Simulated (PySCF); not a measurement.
Computed vibrations of Pb(NH2)4

Pb(NH2)4 (singlet). PySCF 2.14.0, RKS PBE0, Pb def2-SVP with ECP60, N def2-SVP, H def2-SVP; non-relativistic Hamiltonian with scalar-relativistic core potentials where named; density fitting; no spin-orbit coupling. Central differences of gradients.

```xyz
13

Pb    0.0000    0.0000    0.0000
N     1.0669    1.3299    1.3162
H     1.4841    0.7589    2.0544
H     1.8513    1.7353    0.8016
N    -1.0669   -1.3162    1.3299
H    -1.8513   -0.8016    1.7353
H    -1.4841   -2.0544    0.7589
N     1.0669   -1.3299   -1.3162
H     1.8513   -1.7353   -0.8016
H     1.4841   -0.7589   -2.0544
N    -1.0669    1.3162   -1.3299
H    -1.4841    2.0544   -0.7589
H    -1.8513    0.8016   -1.7353
```

Run from Python with OMP_NUM_THREADS=2. Where DIIS fails, smearing, a level shift and second-order steps follow.
It took 3.6 min on 2 threads of Arm Neoverse V1, on a shared host.

Q: What are the harmonic wavenumbers and infrared intensities?

A: Negative numbers are unstable modes, those under 60 cm⁻¹ near the noise; a finer grid moves soft modes by up to 10 cm⁻¹.
```csv
cm⁻¹,km/mol,symmetry
-52,–,
104,0.8,
106,26.8,
106,26.8,
118,0.0,
139,27.9,
139,46.5,
139,46.5,
195,3.5,
490,0.0,
512,123.1,
512,123.1,
519,26.2,
683,136.3,
683,136.3,
698,58.2,
732,0.0,
821,0.0,
880,4.1,
882,33.7,
882,33.7,
1528,28.0,
1529,2.8,
1529,2.8,
1529,0.0,
3507,12.9,
3507,12.9,
3507,0.0,
3508,9.8,
3610,0.9,
3610,14.4,
3610,14.4,
3610,0.0,
```

Q: Is this a minimum?

A: Probably not: 1 unstable, though so soft as to be near the noise; the lowest moves the atoms so:
```
Pb   0.00  0.00  0.00
N    0.03  0.00 -0.02
H   -0.28  0.03  0.17
H    0.24 -0.28  0.08
N   -0.03  0.02  0.00
H   -0.24 -0.08 -0.28
H    0.28 -0.17  0.03
N    0.03  0.00  0.02
H    0.24  0.28 -0.08
H   -0.28 -0.03 -0.17
N   -0.03 -0.02  0.00
H    0.28  0.17 -0.03
H   -0.24  0.08  0.28
```
